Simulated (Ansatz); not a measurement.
Input file for Ansatz (a first-principles code): U-B3LYP-D3(BJ)/def2-TZVP on COOs (SMILES [O+]#[C-]->[Os]), 2S+1 = 5, a spin state set in the input, which need not be the lowest. Elements past Kr take the def2 small-core potentials; no spin–orbit coupling.

Ansatz 0.2 input:
```yaml
crystal:
  periodic: [false, false, false]
  atoms:
    - {symbol: Os, position_ang: [-1.02345079, -0.82875018, -0.93076551]}
    - {symbol: O, position_ang: [0.84607633, 0.70561317, 0.75253414]}
    - {symbol: C, position_ang: [0.14420574, 0.17060861, 0.10801174]}
basis:
  gaussian:
    orbitals: def2-TZVP
hamiltonian:
  xc: b3lyp
  dispersion: d3bj
magnetization: {spin_polarized: true, initial_magnetization: 4}
relax: {f_tol: 0.005, max_steps: 120}
```

It printed:

```
WARN ansatz: RAYON_NUM_THREADS=1 ignored (pool sized by the plan → 1); use --threads N
Functional definition: B3LYP
integrals: 0.03 GiB planned
730 factors; their error is unknown
mean field: 0.35 GiB planned
mean field evaluation 1: about -5537.4043 eV, gradient 5.2e1 eV
mean field evaluation 2: about -5246.2334 eV, gradient 2.0e2 eV
mean field evaluation 4: about -5547.7467 eV, gradient 2.7e1 eV
mean field evaluation 8: about -5550.4339 eV, gradient 2.2e-1 eV
mean field evaluation 16: about -5550.4571 eV, gradient 6.0e-3 eV
mean field evaluation 32: about -5550.4571 eV, gradient 7.1e-5 eV
mean field -5550.45712292 eV, -203.9755370325 hartree, gradient 1.1e-5 eV, S^2 6.027853; 6 other end points of the search recorded, 0 dependent functions left out
the calculation of the forces begins
reference -5550.45731000 eV, -203.9755439074 hartree; 17, 13 occupied and 85, 89 virtual orbitals, 730 factors
relax step   1: F+E_penalty+E_count = -5550.56041649 eV  Δ(F+E_penalty+E_count) = +0.000e0 eV  max|allowed force component| = 5.075e0 eV/Å  Δτ_max = 0.0000 Å  (128 SCF iters, accepted)
these checks for a lower state are left out or cut short: starts, cluster_reference, orbital_swaps, neighbouring_geometries, increment
integrals: 0.03 GiB planned
730 factors; their error is unknown
mean field: 0.35 GiB planned
mean field evaluation 64: about -5550.7552 eV, gradient 1.1e-3 eV
mean field -5550.75523674 eV, -203.9864925131 hartree, gradient 7.6e-6 eV, S^2 6.036643; 0 other end points of the search recorded, 0 dependent functions left out
the calculation of the forces begins
reference -5550.75542643 eV, -203.9864994841 hartree; 17, 13 occupied and 85, 89 virtual orbitals, 730 factors
relax step   2: F+E_penalty+E_count = -5550.85806807 eV  Δ(F+E_penalty+E_count) = -2.977e-1 eV  max|allowed force component| = 3.148e-1 eV/Å  Δτ_max = 0.0612 Å  (76 SCF iters, accepted)
these checks for a lower state are left out or cut short: starts, cluster_reference, orbital_swaps, neighbouring_geometries, increment
integrals: 0.03 GiB planned
730 factors; their error is unknown
mean field: 0.35 GiB planned
mean field -5550.76042776 eV, -203.9866832796 hartree, gradient 1.2e-6 eV, S^2 6.037569; 0 other end points of the search recorded, 0 dependent functions left out
the calculation of the forces begins
reference -5550.76061776 eV, -203.9866902619 hartree; 17, 13 occupied and 85, 89 virtual orbitals, 730 factors
relax step   3: F+E_penalty+E_count = -5550.86317814 eV  Δ(F+E_penalty+E_count) = -5.110e-3 eV  max|allowed force component| = 1.432e-1 eV/Å  Δτ_max = 0.0116 Å  (119 SCF iters, accepted)
these checks for a lower state are left out or cut short: starts, cluster_reference, orbital_swaps, neighbouring_geometries, increment
integrals: 0.03 GiB planned
730 factors; their error is unknown
mean field: 0.35 GiB planned
mean field evaluation 96: about -5550.7611 eV, gradient 2.7e-5 eV
mean field -5550.76108009 eV, -203.9867072521 hartree, gradient 1.3e-5 eV, S^2 6.037824; 0 other end points of the search recorded, 0 dependent functions left out
the calculation of the forces begins
reference -5550.76127018 eV, -203.9867142381 hartree; 17, 13 occupied and 85, 89 virtual orbitals, 730 factors
relax step   4: F+E_penalty+E_count = -5550.86380319 eV  Δ(F+E_penalty+E_count) = -6.250e-4 eV  max|allowed force component| = 2.676e-2 eV/Å  Δτ_max = 0.0048 Å  (71 SCF iters, accepted)
these checks for a lower state are left out or cut short: starts, cluster_reference, orbital_swaps, neighbouring_geometries, increment
integrals: 0.03 GiB planned
730 factors; their error is unknown
mean field: 0.35 GiB planned
mean field -5550.76123815 eV, -203.9867130609 hartree, gradient 1.4e-5 eV, S^2 6.037318; 0 other end points of the search recorded, 0 dependent functions left out
the calculation of the forces begins
reference -5550.76142805 eV, -203.9867200395 hartree; 17, 13 occupied and 85, 89 virtual orbitals, 730 factors
relax step   5: F+E_penalty+E_count = -5550.86398053 eV  Δ(F+E_penalty+E_count) = -1.773e-4 eV  max|allowed force component| = 1.175e-1 eV/Å  Δτ_max = 0.0094 Å  (73 SCF iters, accepted)
these checks for a lower state are left out or cut short: starts, cluster_reference, orbital_swaps, neighbouring_geometries, increment
integrals: 0.03 GiB planned
730 factors; their error is unknown
mean field: 0.35 GiB planned
mean field evaluation 128: about -5550.7634 eV, gradient 1.3e-5 eV
mean field -5550.76335782 eV, -203.9867909574 hartree, gradient 1.3e-5 eV, S^2 6.034283; 0 other end points of the search recorded, 0 dependent functions left out
the calculation of the forces begins
reference -5550.76354694 eV, -203.9867979072 hartree; 17, 13 occupied and 85, 89 virtual orbitals, 730 factors
relax step   6: F+E_penalty+E_count = -5550.86616767 eV  Δ(F+E_penalty+E_count) = -2.187e-3 eV  max|allowed force component| = 1.091e-2 eV/Å  Δτ_max = 0.0559 Å  (77 SCF iters, accepted)
these checks for a lower state are left out or cut short: starts, cluster_reference, orbital_swaps, neighbouring_geometries, increment
integrals: 0.03 GiB planned
730 factors; their error is unknown
mean field: 0.35 GiB planned
mean field -5550.76340021 eV, -203.9867925150 hartree, gradient 5.2e-6 eV, S^2 6.033836; 0 other end points of the search recorded, 0 dependent functions left out
the calculation of the forces begins
reference -5550.76358932 eV, -203.9867994647 hartree; 17, 13 occupied and 85, 89 virtual orbitals, 730 factors
relax step   7: F+E_penalty+E_count = -5550.86622207 eV  Δ(F+E_penalty+E_count) = -5.440e-5 eV  max|allowed force component| = 1.921e-3 eV/Å  Δτ_max = 0.0065 Å  (75 SCF iters, accepted)
integrals: 0.03 GiB planned
730 factors; their error is unknown
mean field: 0.35 GiB planned
mean field evaluation 160: about -5550.7634 eV, gradient 1.2e-2 eV
mean field evaluation 192: about -5550.6652 eV, gradient 6.1e-1 eV
mean field -5550.76340021 eV, -203.9867925150 hartree, gradient 5.2e-6 eV, S^2 6.033836; 7 other end points of the search recorded, 0 dependent functions left out
the calculation of the forces begins
reference -5550.76358932 eV, -203.9867994647 hartree; 17, 13 occupied and 85, 89 virtual orbitals, 730 factors
Total energy: -5550.86641118 eV, -203.9905780986 hartree
Atom 0 at    -1.062682    -0.889222    -0.957431 Å, force    -0.000096    -0.000649     0.000088 eV/Å
Atom 1 at     0.894500     0.697682     0.810733 Å, force    -0.000650    -0.001273    -0.000358 eV/Å
Atom 2 at     0.135014     0.239012     0.076478 Å, force     0.000746     0.001921     0.000270 eV/Å
Dipole moment:    -0.062979     0.034243    -0.083020 e Å
```

The run converged.

Cost: very roughly 50 core-seconds.
